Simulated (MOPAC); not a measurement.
MOPAC input (AM1):

```
AM1 FORCE THERMO(298,298) PRECISE LET CHARGE=-1 GEO-OK AUX(PRECISION=9) THREADS=1
ClF2Si

Si   -0.53646017 1    0.00968827 1    0.53983261 1
F    -1.17067469 1   -1.19995556 1   -0.36354180 1
F    -1.09326507 1    1.27965945 1   -0.33122142 1
Cl    1.65798789 1   -0.05064827 1   -0.08256904 1
```

Output:

```
 *******************************************************************************
 **                                                                           **
 **                              MOPAC v23.2.5                                **
 **                                                                           **
 *******************************************************************************
 ** MOPAC's Digital Object Identifier: https://doi.org/10.5281/zenodo.6511958 **
 **                                                                           **
 ** Please cite the open-source release paper for use of this MOPAC version:  **
 ** J. E. Moussa and J. J. P. Stewart (2026)                                  **
 ** MOPAC: An open-source semiempirical molecular orbital program             **
 ** J. Open Source Softw., 11(119), 8025, https://doi.org/10.21105/joss.08025 **
 *******************************************************************************

                              AM1 CALCULATION RESULTS

 *******************************************************************************
 *  AM1        - The AM1 Hamiltonian to be used
 *  GEO-OK     - OVERRIDE INTERATOMIC DISTANCE AND OTHER SAFETY CHECKS
 *
 *
 *
 *                 CHARGE ON SYSTEM = -1
 *
 *
 *
 *  LET        - OVERRIDE SOME SAFETY CHECKS
 *  PRECISE    - TIGHTER CRITERIA TO BE USED
 *  FORCE      - FORCE CALCULATION SPECIFIED
 *  AUX        - OUTPUT AUXILIARY INFORMATION
 *  THERMO     - THERMODYNAMIC QUANTITIES TO BE CALCULATED
 *******************************************************************************
AM1 FORCE THERMO(298,298) PRECISE LET CHARGE=-1 GEO-OK AUX(PRECISION=9) THREADS=1
 ClF2Si

   ATOM   CHEMICAL          X               Y               Z
  NUMBER   SYMBOL      (ANGSTROMS)     (ANGSTROMS)     (ANGSTROMS)

     1      Si         -0.53646017  *   0.00968827  *   0.53983261  *
     2       F         -1.17067469  *  -1.19995556  *  -0.36354180  *
     3       F         -1.09326507  *   1.27965945  *  -0.33122142  *
     4      Cl          1.65798789  *  -0.05064827  *  -0.08256904  *

          CARTESIAN COORDINATES

    NO.       ATOM           X           Y           Z

     1        Si         -0.5365      0.0097      0.5398
     2         F         -1.1707     -1.2000     -0.3635
     3         F         -1.0933      1.2797     -0.3312
     4        Cl          1.6580     -0.0506     -0.0826

  F: (AM1): M.J.S. DEWAR AND E. G. ZOEBISCH, THEOCHEM, 180, 1 (1988).
 Si: (AM1): M.J.S.DEWAR, C. JIE, ORGANOMETALLICS, 6, 1486-1490 (1987).
 Cl: (AM1): M.J.S. DEWAR AND E. G. ZOEBISCH, THEOCHEM, 180, 1 (1988).

           Empirical Formula: Si F2 Cl  =     4 atoms

      MOLECULAR POINT GROUP   :   Cs

      RHF CALCULATION, NO. OF DOUBLY OCCUPIED LEVELS = 13

          HEAT OF FORMATION =    -252.958432 KCALS/MOLE

          CARTESIAN COORDINATE DERIVATIVES

   NUMBER  ATOM         X            Y            Z

     1      Si      0.016939     0.001128     0.007764
     2       F     -0.020922     0.000459     0.001137
     3       F      0.000957    -0.007069     0.003388
     4      Cl      0.003026     0.005482    -0.012289

 DIPOLE           X         Y         Z       TOTAL
 POINT-CHG.    -2.056    -2.386    -6.265     7.013
 HYBRID         2.055     2.385     2.283     3.888
 SUM           -0.001    -0.002    -3.982     3.982

          GRADIENT NORM =   0.03225

          MOLECULAR WEIGHT =  101.54

          ROTATIONAL CONSTANTS IN CM(-1)

          A =    0.23593657   B =    0.10071520   C =    0.07919045

           PRINCIPAL MOMENTS OF INERTIA IN UNITS OF 10**(-40)*GRAM-CM**2

          A =      118.6452   B =      277.9397   C =      353.4865

          ORIENTATION OF MOLECULE IN FORCE CALCULATION

    NO.       ATOM         X         Y         Z

     1         Si      -0.0998   -0.1159   -0.7575
     2          F       1.5377   -0.1159   -0.7575
     3          F      -0.3418    1.5037   -0.7575
     4         Cl      -0.5618   -0.6519    1.4119

    FIRST DERIVATIVES WILL BE USED IN THE CALCULATION OF SECOND DERIVATIVES

    FOR POINT-GROUP Cs   THERE ARE   2 UNIQUE SYMMETRY FUNCTIONS.


(To convert to Hartree/Bohr^2, multiply by (10^(-21) x N x a0^2)/(4.184 x 627.51) =  0.0642)

           FORCE MATRIX IN MILLIDYNES/ANGSTROM

                 Si  1       F  2       F  3      Cl  4
 ------------------------------------------------------
    Si    1  11.787583
     F    2   7.870723   8.125787
     F    3   7.871921   0.401400   8.125787
    Cl    4   0.943450   0.360585   0.360603   1.294806

          HEAT OF FORMATION =    -252.958432 KCALS/MOLE

          ZERO POINT ENERGY       4.652 KCAL/MOL

           NORMAL COORDINATE ANALYSIS (Total motion = 1 Angstrom)

   Root No.       1         2         3         4         5         6

                 1 A"      1 A'      2 A'      3 A'      4 A'      2 A"

                 197.6     229.3     283.0     352.6    1076.3    1114.9

           1    0.1236   -0.0144   -0.1451   -0.0785   -0.1985   -0.2571
           2   -0.1065   -0.0167   -0.1683   -0.0910   -0.2303    0.2215
           3    0.0000    0.1058   -0.1678    0.4502   -0.0059   -0.0000
           4    0.1257   -0.0176   -0.1468   -0.0678    0.3452    0.3299
           5    0.0727    0.2442    0.2361    0.0653    0.0016   -0.0003
           6   -0.2943   -0.2232    0.1487   -0.0304   -0.0005    0.0013
           7   -0.0534    0.2441    0.2552    0.0746   -0.0494    0.0490
           8   -0.1350    0.0187   -0.1104   -0.0574    0.3416   -0.3263
           9    0.2944   -0.2232    0.1487   -0.0304   -0.0005   -0.0013
          10   -0.1367   -0.1100    0.0569    0.0585   -0.0013    0.0006
          11    0.1178   -0.1277    0.0660    0.0679   -0.0015   -0.0005
          12   -0.0000    0.1554   -0.0264   -0.3240    0.0052    0.0000

           MASS-WEIGHTED COORDINATE ANALYSIS (NORMAL COORDINATES)

   Root No.       1         2         3         4         5         6

                 1 A"      1 A'      2 A'      3 A'      4 A'      2 A"

                 197.6     229.3     283.0     352.6    1076.3    1114.9

           1    0.2675   -0.0302   -0.3075   -0.1284   -0.3940   -0.5018
           2   -0.2306   -0.0350   -0.3569   -0.1490   -0.4572    0.4325
           3    0.0000    0.2223   -0.3558    0.7371   -0.0117   -0.0000
           4    0.2237   -0.0303   -0.2561   -0.0913    0.5636    0.5297
           5    0.1295    0.4220    0.4116    0.0879    0.0027   -0.0005
           6   -0.5240   -0.3857    0.2592   -0.0409   -0.0008    0.0020
           7   -0.0950    0.4219    0.4449    0.1004   -0.0806    0.0787
           8   -0.2404    0.0323   -0.1925   -0.0773    0.5578   -0.5238
           9    0.5240   -0.3857    0.2592   -0.0409   -0.0009   -0.0020
          10   -0.3323   -0.2598    0.1355    0.1077   -0.0029    0.0013
          11    0.2864   -0.3014    0.1572    0.1249   -0.0034   -0.0011
          12   -0.0000    0.3668   -0.0628   -0.5961    0.0117    0.0000

          DESCRIPTION OF VIBRATIONS

 VIBRATION          1    1A"         ATOM PAIR     ENERGY CONTRIBUTION    RADIAL
 FREQUENCY           197.64         Si1 -- Cl4         +42.5% (136.2%)      0.0%
 TRANSITION DIPOLE   0.6997         Si1 -- F 3         +28.7% (111.9%)      0.5%
 TRAVEL (Ang.)       0.2350         Si1 -- F 2         +28.7% (111.9%)      0.5%
 REDUCED MASS        6.1789
 EFFECTIVE MASS     24.4374
 FORCE CONSTANT      0.1422

 VIBRATION          2    1A'         ATOM PAIR     ENERGY CONTRIBUTION    RADIAL
 FREQUENCY           229.28         Si1 -- F 2         +37.8% ( 56.9%)      0.0%
 TRANSITION DIPOLE   0.2275         Si1 -- F 3         +37.8% ( 56.9%)      0.0%
 TRAVEL (Ang.)       0.2021         Si1 -- Cl4         +24.5% ( 45.8%)     42.0%
 REDUCED MASS        7.1981
 EFFECTIVE MASS     24.0597
 FORCE CONSTANT      0.2230

 VIBRATION          3    2A'         ATOM PAIR     ENERGY CONTRIBUTION    RADIAL
 FREQUENCY           283.01         Si1 -- Cl4         +39.8% (117.4%)      0.8%
 TRANSITION DIPOLE   2.2481         Si1 -- F 2         +30.1% (102.2%)      0.3%
 TRAVEL (Ang.)       0.1850         Si1 -- F 3         +30.1% (102.2%)      0.3%
 REDUCED MASS        6.9610
 EFFECTIVE MASS     23.7545
 FORCE CONSTANT      0.3285

 VIBRATION          4    3A'         ATOM PAIR     ENERGY CONTRIBUTION    RADIAL
 FREQUENCY           352.62         Si1 -- Cl4         +53.8% (102.0%)     99.7%
 TRANSITION DIPOLE   4.4682         Si1 -- F 3         +23.1% ( 66.8%)      0.2%
 TRAVEL (Ang.)       0.1140         Si1 -- F 2         +23.1% ( 66.8%)      0.2%
 REDUCED MASS       14.7125
 EFFECTIVE MASS     30.5495
 FORCE CONSTANT      1.0778

 VIBRATION          5    4A'         ATOM PAIR     ENERGY CONTRIBUTION    RADIAL
 FREQUENCY          1076.33         Si1 -- F 2         +44.5% ( 75.1%)     81.2%
 TRANSITION DIPOLE   3.1494         Si1 -- F 3         +44.5% ( 75.1%)     81.2%
 TRAVEL (Ang.)       0.0910         Si1 -- Cl4         +11.0% ( 37.4%)      7.4%
 REDUCED MASS        7.5657
 EFFECTIVE MASS     22.1136
 FORCE CONSTANT      5.1640

 VIBRATION          6    2A"         ATOM PAIR     ENERGY CONTRIBUTION    RADIAL
 FREQUENCY          1114.95         Si1 -- F 3         +43.1% ( 77.6%)     85.0%
 TRANSITION DIPOLE   3.8726         Si1 -- F 2         +43.1% ( 77.6%)     85.0%
 TRAVEL (Ang.)       0.0848         Si1 -- Cl4         +13.9% ( 44.1%)      0.0%
 REDUCED MASS        8.4006
 EFFECTIVE MASS     22.7699
 FORCE CONSTANT      6.1527

      SYMMETRY NUMBER FOR POINT-GROUP Cs  =  1

          SYSTEM IS A GROUND STATE

 ClF2Si

          MOLECULE IS NOT LINEAR

          THERE ARE  6 GENUINE VIBRATIONS IN THIS SYSTEM
          THIS THERMODYNAMICS CALCULATION IS LIMITED TO
          MOLECULES WHICH HAVE NO INTERNAL ROTATIONS

                    CALCULATED THERMODYNAMIC PROPERTIES
                                          *
   TEMP. (K)   PARTITION FUNCTION   H.O.F.    ENTHALPY  HEAT CAPACITY ENTROPY
                                   KCAL/MOL   CAL/MOLE    CAL/K/MOL  CAL/K/MOL

 298.00  VIB.     0.4028D+01                  1211.0989     7.4809     6.8329
         ROT.     0.1218D+06                   888.2803     2.9808    26.2511
         INT.     0.4906D+06                  2099.3792    10.4617    33.0841
         TRA.     0.9891D+27                  1480.4672     4.9680    39.7612
         TOT.                     -252.958    3579.8464    15.4297    72.8453

   *: NOTE: HEATS OF FORMATION ARE RELATIVE TO THE
            ELEMENTS IN THEIR STANDARD STATE AT 298K
              (=  Standard Enthalpy of Formation).

            Hvib:  Zero-point energy is not included.
                   frequencies of less than zero cm-1 are not included.
            Hrot = (3/2)RT
            Htra = (3/2)RT + pV = (5/2)RT

            Heat capacity is Cp, not Cv

          For more information, see: HTTP://OpenMOPAC.net/Manual/thermochemistry.html

           FORCE CONSTANT IN CARTESIAN COORDINATES (Millidynes/A)

    ATOM   CHEMICAL       X               Y               Z
   NUMBER   SYMBOL  FORCE CONSTANT  FORCE CONSTANT  FORCE CONSTANT

      1      Si        8.363082        8.104902        1.330312
      2       F        8.116707        0.275606        0.270511
      3       F        0.471324        7.920985        0.270515
      4      Cl        0.225310        0.248878        1.081970

 **********************
 *                    *
 * JOB ENDED NORMALLY *
 *                    *
 **********************

 == MOPAC DONE ==
```

The dipole moment of an ion depends on the origin.
